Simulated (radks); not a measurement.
Spherical quantum dot in the effective-mass picture: electrons in a hard-walled sphere of radius 3.3, all in effective atomic units (hartree* = m*/eps^2 hartree, bohr* = eps/m* bohr), one dielectric constant everywhere. Calculated with a radial shooting solver with Libxc functionals: non-relativistic Kohn-Sham, LDA (Slater exchange, Perdew-Wang correlation), spin-polarised, spherical densities. Levels are named by radial order and angular momentum (1s, 1p, 1d, 2s, ...), and open shells are averaged over m. Each electron was tried in the lowest free levels, single moves between levels near the top were tried too, and the lowest total energy was kept; such a search can miss a lower state. At N = 1 the Hartree and exchange-correlation terms need not cancel, so that row can carry a self-interaction error.

N                         open shells  2S  E (hartree*)  addition energy mu(N+1) - mu(N) (hartree*)  e(HOMO) (hartree*)  rms radius (bohr*)
1                    1s(up 1, down 0)   1      0.467901                                      0.4777             0.65507               1.770
2                                none   0       1.41351                                      0.7992              1.1382               1.839
3                    1p(up 1, down 0)   1       3.15829                                      0.3790              1.9319               1.954
4                    1p(up 2, down 0)   2       5.28202                                      0.3876              2.3168               2.018
5                    1p(up 3, down 0)   3       7.79337                                      0.4910              2.7063               2.062
6                    1p(up 3, down 1)   2       10.7957                                      0.3715              3.1864               2.097
7                    1p(up 3, down 2)   1       14.1696                                      0.3783              3.5623               2.126
8                                none   0       17.9218                                      0.8695              3.9425               2.150
9                    1d(up 1, down 0)   1       22.5435                                      0.3672              4.8050               2.181
10                   1d(up 2, down 0)   2       27.5324                                      0.3689              5.1732               2.207
11                   1d(up 3, down 0)   3       32.8902                                      0.3698              5.5426               2.229
12                   1d(up 4, down 0)   4       38.6178                                      0.3703              5.9127               2.248
13                   1d(up 5, down 0)   5       44.7157                                      0.4678              6.2831               2.265
14                   1d(up 5, down 1)   4       51.2814                                      0.3616              6.7462               2.281
15                   1d(up 5, down 2)   3       58.2087                                      0.3633              7.1088               2.295
16                   1d(up 5, down 3)   2       65.4993                                      0.3643              7.4726               2.307
17                   1d(up 5, down 4)   1       73.1542                                      0.3649              7.8373               2.319
18                               none   0       81.1740                                      0.9523              8.2023               2.330
19                   1f(up 1, down 0)   1       90.1460                                      0.3580              9.1510               2.343
20                   1f(up 2, down 0)   2       99.4761                                      0.3584              9.5092               2.355
21                   1f(up 3, down 0)   3       109.165                                      0.3587              9.8678               2.366
22                   1f(up 4, down 0)   4       119.212                                      0.3589              10.227               2.376
23                   1f(up 5, down 0)   5       129.618                                      0.3590              10.585               2.386
24                   1f(up 6, down 0)   6       140.383                                      0.3590              10.944               2.395
25                   1f(up 7, down 0)   7       151.507                                      0.4522              11.303               2.403
26                   1f(up 7, down 1)   6       163.083                                      0.3542              11.753               2.411
27                   1f(up 7, down 2)   5       175.013                                      0.3547              12.108               2.419
28                   1f(up 7, down 3)   4       187.298                                      0.3550              12.463               2.426
29                   1f(up 7, down 4)   3       199.938                                      0.3553              12.818               2.433
30                   1f(up 7, down 5)   2       212.934                                      0.3554              13.173               2.439
31                   1f(up 7, down 6)   1       226.284                                      0.3555              13.529               2.445
32                               none   0       239.991                                      0.8613              13.884               2.451
33                   2s(up 1, down 0)   1       254.558                                      0.5507              14.800               2.442
34                               none   0       269.677                                      0.3553              15.349               2.433
35  2s(up 1, down 0) 1g(up 2, down 0)   3       285.151                                      0.3490              15.647               2.455
36  2s(up 1, down 0) 1g(up 3, down 0)   4       300.973                                      0.3512              15.998               2.461
37  2s(up 1, down 0) 1g(up 4, down 0)   5       317.147                                      0.3513              16.350               2.467
38  2s(up 1, down 0) 1g(up 5, down 0)   6       333.672                                      0.3513              16.701               2.473
39  2s(up 1, down 0) 1g(up 6, down 0)   7       350.549                                           -              17.052               2.479

All shells are closed at N = 2, 8, 18, 32, 34 (there: 1s2 1p6 1d10 2s2 1f14); the second difference of the energy has clear peaks (12 % above both neighbours; the first and last values, which can be the largest, are not judged, and half-filled shells can peak too) at N = 2, 5, 8, 13, 18, 25, 32.
